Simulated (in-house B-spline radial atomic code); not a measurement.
A run on an ion of nuclear charge 58 with 58.7 electrons that did not converge. Method: scalar-relativistic (X2C) PBE0, spin-polarised, spherical fractional occupations, Fermi nucleus of rms radius 4.8771 fm; computed with an all-electron radial atomic-structure program (B-spline basis).

Command:
```bash
python run_scf.py task.json out
```
Settings (nuclear radius in fm, mass in u):
```
Z                58
configuration    [Xe] 4f1.7 5d1 6s2
hamiltonian      x2c
method           pbe0
spin_polarised   True
nucleus          fermi
rms_radius       4.8771
atomic_mass      139.90545
speed_of_light   137.035999084
```

First and last ten iterations of the last attempt (damped for 15 steps, keeping 80 % of the old Fock matrix, then DIIS):
```
 iter        energy (Eh)    residual
    1       -8851.822854    4.77e-01
    2       -8852.270920    4.19e-01
    3       -8855.911672    2.67e-01
    4       -8857.712144    1.64e-01
    5       -8858.565893    9.71e-02
    6       -8858.954132    5.52e-02
    7       -8859.123652    3.29e-02
    8       -8859.194924    1.89e-02
    9       -8858.573049    7.08e-02
   10       -8859.102459    3.90e-02
  111       -8859.224388    1.16e-02
  112       -8858.528536    7.11e-02
  113       -8858.536819    7.01e-02
  114       -8858.099946    6.95e-02
  115       -8858.091935    6.94e-02
  116       -8858.091599    6.94e-02
  117       -8858.084029    6.94e-02
  118       -8858.074053    7.01e-02
  119       -8858.059529    7.39e-02
  120       -8858.064616    7.06e-02
 not converged after 120 iterations
```

The smallest residual met was 1.1e-02; the threshold is about 6e-07. No energy from this run should be used. The likely cause: this method binds the added charge weakly or not at all at the basis-set limit, so charge moves back and forth between the atom and the box. Cost of the run: 5 s on 1 thread of Arm Neoverse V1, on a shared host.
